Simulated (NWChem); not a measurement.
All runs are NWChem calculations. System: CF2, charge 0, spin multiplicity 3, displaced from the optimised geometry. The structure started from a generated list of species. Its SCF solution wasn't tested for a lower state.

The NWChem input:

```
start mol
memory heap 200 mb stack 900 mb global 1100 mb
geometry units angstroms nocenter noautoz
  F      1.169733     0.000000    -0.167974
  C      0.000000     0.000000     0.503921
  F     -1.169733     0.000000    -0.167974
  symmetry group C2v
end
basis spherical
  * library def2-tzvp
end
dft
  xc slater vwn_5
  odft
  mult 3
  semidirect memsize 60000000 filesize 0
  iterations 100
  convergence nodiis damp 40
end
task dft gradient
```

The output up to the point where the run's verdict is printed (cleaned and shortened):

```
             Northwest Computational Chemistry Package (NWChem) 7.3.0
             --------------------------------------------------------

                                NWChem Input Module
                                -------------------

 Scaling coordinates for geometry "geometry" by  1.889725989
 (inverse scale =  0.529177249)

 Turning off AUTOSYM since
 SYMMETRY directive was detected!

                             Geometry "geometry" -> ""
                             -------------------------

 Output coordinates in angstroms (scale by  1.889725989 to convert to a.u.)

  No.       Tag          Charge          X              Y              Z
 ---- ---------------- ---------- -------------- -------------- --------------
    1 F                    9.0000     1.16973300     0.00000000    -0.16797400
    2 C                    6.0000     0.00000000     0.00000000     0.50392100
    3 F                    9.0000    -1.16973300     0.00000000    -0.16797400

 Effective nuclear repulsion energy (a.u.)      60.6883810071

            Nuclear Dipole moment (a.u.)
            ----------------------------
        X                 Y               Z
 ---------------- ---------------- ----------------
     0.0000000000     0.0000000000    -0.0000113384

      Symmetry information
      --------------------

 Group name             C2v
 Group number             16
 Group order               4
 No. of unique centers     2

      Symmetry unique atoms

     1    2


 Summary of "ao basis" -> "" (spherical)
 ------------------------------------------------------------------------------
       Tag                 Description            Shells   Functions and Types
 ---------------- ------------------------------  ------  ---------------------
 *                         def2-tzvp                  on all atoms

                                 NWChem DFT Module
                                 -----------------

 Summary of "ao basis" -> "ao basis" (spherical)
 ------------------------------------------------------------------------------
       Tag                 Description            Shells   Functions and Types
[...]
 d= 0,ls=0.5         73   -221.1103643249 -1.30D+01  6.47D-02               5.2
                                                     4.54D-02
 d= 0,ls=0.5         74   -208.0846990189  1.30D+01  6.47D-02               5.2
                                                     4.54D-02
 d= 0,ls=0.5         75   -221.1103643249 -1.30D+01  6.47D-02               5.3
                                                     4.54D-02
 d= 0,ls=0.5         76   -208.0846990189  1.30D+01  6.47D-02               5.4
                                                     4.54D-02
 d= 0,ls=0.5         77   -221.1103643249 -1.30D+01  6.47D-02               5.4
                                                     4.54D-02
 d= 0,ls=0.5         78   -208.0846990189  1.30D+01  6.47D-02               5.5
                                                     4.54D-02
 d= 0,ls=0.5         79   -221.1103643249 -1.30D+01  6.47D-02               5.5
                                                     4.54D-02
 d= 0,ls=0.5         80   -208.0846990189  1.30D+01  6.47D-02               5.6
                                                     4.54D-02
 d= 0,ls=0.5         81   -221.1103643249 -1.30D+01  6.47D-02               5.7
                                                     4.54D-02
 d= 0,ls=0.5         82   -208.0846990189  1.30D+01  6.47D-02               5.7
                                                     4.54D-02
 d= 0,ls=0.5         83   -221.1103643249 -1.30D+01  6.47D-02               5.8
                                                     4.54D-02
 d= 0,ls=0.5         84   -208.0846990189  1.30D+01  6.47D-02               5.8
                                                     4.54D-02
 d= 0,ls=0.5         85   -221.1103643249 -1.30D+01  6.47D-02               5.9
                                                     4.54D-02
 d= 0,ls=0.5         86   -208.0846990189  1.30D+01  6.47D-02               6.0
                                                     4.54D-02
 d= 0,ls=0.5         87   -221.1103643249 -1.30D+01  6.47D-02               6.0
                                                     4.54D-02
 d= 0,ls=0.5         88   -208.0846990189  1.30D+01  6.47D-02               6.1
                                                     4.54D-02
 d= 0,ls=0.5         89   -221.1103643249 -1.30D+01  6.47D-02               6.1
                                                     4.54D-02
 d= 0,ls=0.5         90   -208.0846990189  1.30D+01  6.47D-02               6.2
                                                     4.54D-02
 d= 0,ls=0.5         91   -221.1103643249 -1.30D+01  6.47D-02               6.3
                                                     4.54D-02
 d= 0,ls=0.5         92   -208.0846990189  1.30D+01  6.47D-02               6.3
                                                     4.54D-02
 d= 0,ls=0.5         93   -221.1103643249 -1.30D+01  6.47D-02               6.4
                                                     4.54D-02
 d= 0,ls=0.5         94   -208.0846990189  1.30D+01  6.47D-02               6.5
                                                     4.54D-02
 d= 0,ls=0.5         95   -221.1103643249 -1.30D+01  6.47D-02               6.5
                                                     4.54D-02
 d= 0,ls=0.5         96   -208.0846990189  1.30D+01  6.47D-02               6.6
                                                     4.54D-02
 d= 0,ls=0.5         97   -221.1103643249 -1.30D+01  6.47D-02               6.6
                                                     4.54D-02
 d= 0,ls=0.5         98   -208.0846990189  1.30D+01  6.47D-02               6.7
                                                     4.54D-02
 d= 0,ls=0.5         99   -221.1103643249 -1.30D+01  6.47D-02               6.8
                                                     4.54D-02
 d= 0,ls=0.5        100   -208.0846990189  1.30D+01  6.47D-02               6.8
                                                     4.54D-02
```

The run did not converge; its last values are not results. The next line reads: Calculation failed to converge. NWChem stopped with the message: dft gradient failed.
